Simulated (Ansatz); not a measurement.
Start from `NC[Se][SiH3]` and change one atom or group to get `C[Se][SiH3]`.

Ansatz, PBE0-D4/def2-TZVP geometries, multiplicity 1. Each molecule was computed in one conformer, which needn't be the lowest.

Scalar relativity is left out up to krypton.

```json
{"property": "zero-point energy (PBE0-D4/def2-TZVP) / kJ/mol", "`NC[Se][SiH3]`": "213.4"}
{"property": "HOMO energy (PBE0/def2-TZVPP) / eV", "`NC[Se][SiH3]`": "-6.50"}
{"property": "HOMO–LUMO gap (PBE0/def2-TZVPP) / eV", "`NC[Se][SiH3]`": "6.48"}
{"property": "HOMO energy (PBE/def2-TZVPP) / eV", "`NC[Se][SiH3]`": "-5.36"}
{"property": "LUMO energy (B3LYP/def2-TZVPP) / eV", "`NC[Se][SiH3]`": "-0.25"}
{"property": "size of the dipole moment (ωB97M-V/def2-TZVPP) / D", "`NC[Se][SiH3]`": "2.68"}
```

Question: What does the change do to each property? (Best estimate.)

Answer: The calculation gave: 
| property | `C[Se][SiH3]` | shift |
| --- | --- | --- |
| zero-point energy (PBE0-D4/def2-TZVP) / kJ/mol | 164.8 | -48.6 |
| HOMO energy (PBE0/def2-TZVPP) / eV | -6.61 | -0.11 |
| HOMO–LUMO gap (PBE0/def2-TZVPP) / eV | 6.48 | 0.00 |
| HOMO energy (PBE/def2-TZVPP) / eV | -5.49 | -0.13 |
| LUMO energy (B3LYP/def2-TZVPP) / eV | -0.35 | -0.10 |
| size of the dipole moment (ωB97M-V/def2-TZVPP) / D | 1.33 | -1.35 |

The zero-point energy changes by -48.6 kJ/mol with -6 modes. Dipoles are sizes alone; their direction can turn.

B3LYP here is the variant with VWN-RPA as its local correlation; programs differ in this.

Spin–orbit coupling is left out; it splits and shifts lone-pair levels of the heavy atoms by tenths of an eV.
